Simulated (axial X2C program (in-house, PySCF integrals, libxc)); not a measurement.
## NbS along the bond: BHandHLYP, two-component

Calculated with an in-house relativistic program for diatomic molecules. Two-component (2c) means X2C with spin–orbit coupling and atomic mean-field two-electron Coulomb and Gaunt terms. Basis: Nb dyall-cv3z [11s12p9d5f3g], S dyall-av3z [9s8p3d2f] (cores contracted in-house); Gaussian nuclei, density fitting, unrestricted open shells. Masses: Nb 92.906 u, S 31.972 u.

State: Ω = 3/2 (⟨Sz⟩ = 1.50, ⟨Lz⟩ = 0.00 at BHandHLYP). Dipoles are positive if S is the positive end.

Results along the bond:

```
R (Å)   μ (D)  HOMO (eV)  LUMO (eV)
1.850  -3.536      -5.75      -1.64
1.935  -4.106      -5.90      -1.74
1.998  -4.536      -6.01      -1.82
2.062  -4.968      -6.13      -1.90
2.126  -5.399      -6.24      -1.99
2.200  -5.890      -6.37      -2.09
2.275  -6.359      -6.49      -2.18
2.370  -6.905      -6.62      -2.28
2.487  -7.441      -6.74      -2.38
```

The state is a single determinant with fixed occupations, the lowest that a limited PBE0 search found. Density functionals use the spin component along the axis (collinear). With several unpaired electrons one determinant need not be a pure state. This is the top spin component of a Σ state; components of lower Ω are not single determinants and can lie lower. The determinant is spin-polarised beyond a pure state at some levels (its spin-free form has ⟨S²⟩ too high), which makes Re and μ there less reliable.
